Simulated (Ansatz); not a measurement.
Ansatz (a first-principles code) input (CCSD(T)/cc-pVTZ):

Ansatz 0.2 input:
```yaml
crystal:
  periodic: [false, false, false]
  atoms:
    - {symbol: N, position_ang: [1.25612426, 1.01170494, -0.60918686]}
    - {symbol: Si, position_ang: [0.17620474, -0.04951723, 0.04728500]}
    - {symbol: N, position_ang: [-1.58869768, 0.41171965, -0.40224427]}
    - {symbol: F, position_ang: [0.20639402, -1.49213523, -0.55440756]}
    - {symbol: F, position_ang: [0.04773086, 0.00476778, 1.60441042]}
    - {symbol: H, position_ang: [1.65559268, 1.78007342, -0.08887449]}
    - {symbol: H, position_ang: [1.75684424, 0.82481841, -1.46653335]}
    - {symbol: H, position_ang: [-1.83725002, 1.34547034, -0.06516242]}
    - {symbol: H, position_ang: [-1.73806848, 0.40974493, -1.41465588]}
    - {symbol: H, position_ang: [-2.26309473, -0.24453091, 0.00322830]}
basis:
  gaussian:
    orbitals: cc-pVTZ
total_charge: 1
magnetization: {spin_polarized: false}
correlation: {method: ccsd_t, electrons: outside_noble_gas}
```

End of the output:

```
integrals: 1.13 GiB planned
1315 factors; integrals over basis functions are off by at most 1.6e-3 eV
1.22 GiB of device memory are held for the factors and their scratch space
mean field: 1.05 GiB planned
mean field evaluation 1: about -16312.6040 eV, gradient 6.7e1 eV
mean field evaluation 2: about -16312.7718 eV, gradient 6.7e1 eV
mean field evaluation 4: about -16319.8135 eV, gradient 3.5e0 eV
mean field evaluation 8: about -16319.8685 eV, gradient 2.9e-1 eV
mean field evaluation 16: about -16312.6037 eV, gradient 6.7e1 eV
mean field -16319.86878926 eV, -599.7441160010 hartree, gradient 1.0e-6 eV, S^2 0.000000; 0 other end points of the search recorded, 0 dependent functions left out
9 core orbitals not correlated
reference -16319.86878926 eV, -599.7441160010 hartree; 16, 16 occupied and 199, 199 virtual orbitals, 1315 factors
second order -28.32586655 eV of doubles, -0.00000000 eV of singles
coupled cluster: 8.03 GiB planned
cycle   1  -28.24809468 eV  change    7.8e-2 eV  update   9.4e-2
cycle   2  -28.76597636 eV  change   -5.2e-1 eV  update   2.6e-2
cycle   3  -28.89175012 eV  change   -1.3e-1 eV  update   1.3e-2
cycle   4  -28.87632210 eV  change    1.5e-2 eV  update   2.6e-3
cycle   5  -28.87551119 eV  change    8.1e-4 eV  update   1.0e-3
cycle   6  -28.87622917 eV  change   -7.2e-4 eV  update   2.9e-4
cycle   7  -28.87604655 eV  change    1.8e-4 eV  update   1.0e-4
cycle   8  -28.87598572 eV  change    6.1e-5 eV  update   3.1e-5
cycle   9  -28.87599391 eV  change   -8.2e-6 eV  update   1.2e-5
perturbative correction -0.92208977 eV, -0.0338861740 hartree
Total energy: -16349.66687295 eV, -600.8391753785 hartree
```

It need not be the lowest isomer of its formula.
